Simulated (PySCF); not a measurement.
**Polarisability and C₆ of Tl (thallium, neutral)**

[Xe] 4f14 5d10 6s2 6p1, 2P determinant. Calculation: PySCF 2.14, in aug-cc-pwCVTZ-DK3 (11s10p8d5f1g, 125 functions); scalar relativity by spin-free X2C-1e. Coupled (time-dependent) response in atomic units; α is the mean over directions.

| method | mean α (bohr³) | α xx, yy, zz | C₆ (like pair) | S(−4) |
| --- | --- | --- | --- | --- |
| PBE | 85.22 | 58.37, 138.9, 58.37 | 888.9 | 6127 |

S(−4) is the Cauchy moment in α(ω) = α(0) + S(−4) ω² + …

Reference α: 50 ± 2 bohr³ (recommended; Schwerdtfeger and Nagle, table of static dipole polarizabilities (2023 update)). Published C₆: 509.0 (Gould and Bucko (2016)).

Spin-orbit coupling is absent.

α(iu) at PBE:

```
u (hartree)  α(iu) (bohr³)
          0          85.22
     0.0500          73.22
      0.100          55.09
      0.200          33.36
      0.300          23.05
      0.500          13.68
      0.750          8.808
       1.00          6.383
       1.50          3.965
       2.00          2.753
       3.00          1.565
       5.00         0.7027
```

A single London oscillator, α(iu) = α/(1 + u²/ω²), gives C₆ = (3/4) ω α². Matching the computed C₆ needs ω = 4 × 888.9 / (3 × 85.22²) = 0.163 hartree.

The components differ because the open shell of this determinant is not spherical; for a pure term their mean is the scalar polarisability.

Spin-orbit coupling, absent here, splits the open shell strongly.
